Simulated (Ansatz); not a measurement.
Task: Name a neutral molecule of C, Ge and H with HOMO–LUMO gap (PBE0/def2-TZVPP) between 6.60 and 6.90 eV and HOMO energy (ωB97M-V/def2-TZVPP) between -9.50 and -9.20 eV (Ansatz, PBE0-D4/def2-TZVP geometry).

Result: `[CH3][GeH2][C]1=CC1` (6.74 eV, -9.29 eV); `[GeH3][C]1=CC1` (6.90 eV, -9.43 eV). Other molecules can fit too; these were computed, each in one conformer that needn't be the lowest.
